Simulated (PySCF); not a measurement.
**[Lu(NH3)2]3+: from a saddle point downhill**

PySCF 2.14.0, RKS BP86, Lu lcecp-1-SVP with ECP60, N def2-SVP, H def2-SVP; non-relativistic Hamiltonian with scalar-relativistic core potentials where named; density fitting; no spin-orbit coupling. Relaxed within the symmetry of its start, the geometry (D3d) is

```xyz
9

Lu    0.0000    0.0000    0.0000
N     0.0000    0.0000    2.3594
H     0.8167    0.4715    2.8274
H    -0.8167    0.4715    2.8274
H     0.0000   -0.9430    2.8274
N     0.0000    0.0000   -2.3594
H     0.8167   -0.4715   -2.8274
H    -0.8167   -0.4715   -2.8274
H     0.0000    0.9430   -2.8274
```

and its lowest harmonic modes are -114, -114, 38, 371, 374, 648 cm⁻¹ (negative: unstable; uncertain by 10 to 30 cm⁻¹). It was moved along the lowest mode and relaxed again.

Q: Where does it end, and how much lower?

A: In C1, 0.437 eV lower, after 20 steps:
```xyz
9

Lu   -1.0717    0.3495    0.0000
N     0.1744   -0.0451    1.8946
H     1.1282    0.3996    1.9310
H    -0.2675    0.2905    2.7912
H     0.3844   -1.0547    2.1112
N     0.1740   -0.0494   -1.8939
H     1.0803   -0.5689   -1.7687
H    -0.3137   -0.6162   -2.6372
H     0.4747    0.8080   -2.4284
```

Q: How do the contacts change?

A: 
```json
{"contact": "Lu1–N2 (NH3)", "saddle (Å)": "2.359", "end (Å)": "2.302"}
{"contact": "Lu1–N6 (NH3)", "saddle (Å)": "2.359", "end (Å)": "2.302"}
```


Q: Is the end a minimum?

A: Yes, as far as the noise of the softest modes lets one tell (those above −25 cm⁻¹ count as noise); lowest modes 6, 44, 87, 391, 391, 670 cm⁻¹.

An lcecp potential fixes the number of 4f electrons, so in runs with it no electron can move into or out of that shell.

State: singlet in the valence, with the 4f electrons in the core potential.
